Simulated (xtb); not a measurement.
H3B, singlet, geometry from GFN2-xTB; GFN2-xTB with GBSA(chcl3) (xtb).

The xtb input:
```
$ xtb mol.xyz --gfn 2 --gbsa chcl3 --json

# file mol.xyz
4

B      0.00000000     0.00000000    -0.00000000
H     -1.13586369    -0.05694986    -0.25006823
H      0.42206688    -0.56959653     0.92378735
H      0.71379681     0.62654639    -0.67371912
```

Output, abridged:

```
   ID    Z sym.   atoms
    1    5 B      1
    2    1 H      2-4

           -------------------------------------------------
          |                Calculation Setup                |
           -------------------------------------------------

           -------------------------------------------------
          |                 G F N 2 - x T B                 |
           -------------------------------------------------

      * Solvation model:               GBSA
        Solvent                        chcl3
        Parameter file                 internal GFN2-xTB/GBSA
        Dielectric constant                4.8100E+00
        Reference state                gsolv [1 M gas/solution]
        Free energy shift                  4.1068E-03 Eh       2.5771E+00 kcal/mol
        Temperature                        2.9815E+02 K
        Density                            1.4900E+00 kg/L
        Solvent mass                       1.1938E+02 g/mol
        Interaction kernel             Still
        Born radius scaling (c1)           1.3539E+00
        Born radii integrator          GBOBC
        Born offset                        1.4626E-02 a0       2.7639E-02 AA
        H-bond correction              false
        Ion screening                  false
        Surface tension                    1.0000E-05 Eh       1.5569E+01 dyn/cm
        Grid points                               230 per atom

          ...................................................
          :                      SETUP                      :
          :.................................................:
          :  # basis functions                   7          :
          :  # atomic orbitals                   7          :
          :  # shells                            5          :
          :  # electrons                         6          :
          :  max. iterations                   250          :
          :  Hamiltonian                  GFN2-xTB          :
          :  restarted?                      false          :
          :  GBSA solvation                   true          :
          :  PC potential                    false          :
          :  electronic temp.          300.0000000     K    :
          :  accuracy                    1.0000000          :
          :  -> integral cutoff          0.2500000E+02      :
          :  -> integral neglect         0.1000000E-07      :
          :  -> SCF convergence          0.1000000E-05 Eh   :
          :  -> wf. convergence          0.1000000E-03 e    :
          :  Broyden damping             0.4000000          :
          :  net charge                          0          :
          :  unpaired electrons                  0          :
          ...................................................

 iter      E             dE          RMSdq      gap      omega  full diag
   1     -2.6551380 -0.265514E+01  0.131E+01    6.03       0.0  T
   2     -2.7729453 -0.117807E+00  0.913E+00    4.23       1.0  T
   3     -2.7784474 -0.550216E-02  0.308E+00    4.26       1.0  T
   4     -2.7790552 -0.607753E-03  0.371E-01    4.50       1.0  T
   5     -2.7790526  0.258019E-05  0.154E-01    4.51       1.0  T
   6     -2.7790557 -0.308329E-05  0.190E-02    4.50       2.6  T
   7     -2.7790569 -0.118851E-05  0.836E-04    4.50      59.8  T
   8     -2.7790569  0.520895E-08  0.138E-03    4.50      36.2  T
   9     -2.7790569 -0.596046E-08  0.555E-05    4.50     900.1  T
  10     -2.7790569 -0.908118E-11  0.465E-08    4.50  100000.0  T

   *** convergence criteria satisfied after 10 iterations ***

         :::::::::::::::::::::::::::::::::::::::::::::::::::::
         ::                     SUMMARY                     ::
         :::::::::::::::::::::::::::::::::::::::::::::::::::::
         :: total energy              -2.742314836689 Eh    ::
         :: total w/o Gsasa/hb        -2.740199907524 Eh    ::
         :: gradient norm              0.000478923741 Eh/a0 ::
         :: HOMO-LUMO gap              4.499029510336 eV    ::
         ::.................................................::
         :: SCC energy                -2.779056875184 Eh    ::
         :: -> isotropic ES            0.017348243971 Eh    ::
         :: -> anisotropic ES          0.004886501755 Eh    ::
         :: -> anisotropic XC         -0.000725321506 Eh    ::
         :: -> dispersion             -0.000590878508 Eh    ::
         :: -> Gsolv                  -0.002188613735 Eh    ::
         ::    -> Gelec               -0.000073684570 Eh    ::
         ::    -> Gsasa               -0.006221723940 Eh    ::
         ::    -> Ghb                  0.000000000000 Eh    ::
         ::    -> Gshift               0.004106794775 Eh    ::
         :: repulsion energy           0.036742038495 Eh    ::
         :: add. restraining           0.000000000000 Eh    ::
         :: total charge               0.000000000000 e     ::
         :::::::::::::::::::::::::::::::::::::::::::::::::::::

           -------------------------------------------------
          |                Property Printout                |
           -------------------------------------------------

    * Orbital Energies and Occupations

         #    Occupation            Energy/Eh            Energy/eV
      -------------------------------------------------------------
         1        2.0000           -0.5089175             -13.8483
         2        2.0000           -0.4405261             -11.9873
         3        2.0000           -0.4405261             -11.9873 (HOMO)
         4                         -0.2751899              -7.4883 (LUMO)
         5                          0.3327510               9.0546
         6                          0.3327510               9.0546
         7                          0.3731026              10.1526
      -------------------------------------------------------------
                  HL-Gap            0.1653363 Eh            4.4990 eV
             Fermi-level           -0.3578580 Eh           -9.7378 eV

     #   Z          covCN         q      C6AA      α(0)
     1   5 B        2.822     0.244    17.647     7.017
     2   1 H        0.941    -0.081     4.941     3.475
     3   1 H        0.941    -0.081     4.941     3.475
     4   1 H        0.941    -0.081     4.941     3.475

 Mol. C6AA /au·bohr⁶  :        118.057081
 Mol. C8AA /au·bohr⁸  :       2468.455798
 Mol. α(0) /au        :         17.442774

Wiberg/Mayer (AO) data.
largest (>0.10) Wiberg bond orders for each atom

 ---------------------------------------------------------------------------
     #   Z sym  total        # sym  WBO       # sym  WBO       # sym  WBO
 ---------------------------------------------------------------------------
     1   5 B    2.976 --     4 H    0.992     3 H    0.992     2 H    0.992
     2   1 H    0.993 --     1 B    0.992
     3   1 H    0.993 --     1 B    0.992
     4   1 H    0.993 --     1 B    0.992
 ---------------------------------------------------------------------------

Topologies differ in total number of bonds
Writing topology from bond orders to xtbtopo.mol

molecular dipole:
                 x           y           z       tot (Debye)
 q only:        0.000       0.000      -0.000
   full:        0.000       0.000      -0.000       0.000
molecular quadrupole (traceless):
                xx          xy          yy          xz          yz          zz
 q only:       -0.271      -0.118       0.277      -0.084       0.406      -0.006
  q+dip:        0.194       0.085      -0.198       0.060      -0.291       0.004
   full:       -0.775      -0.338       0.792      -0.241       1.164      -0.017

           -------------------------------------------------
          | TOTAL ENERGY               -2.742314836689 Eh   |
          | GRADIENT NORM               0.000478923741 Eh/α |
          | HOMO-LUMO GAP               4.499029510336 eV   |
           -------------------------------------------------

normal termination of xtb
```
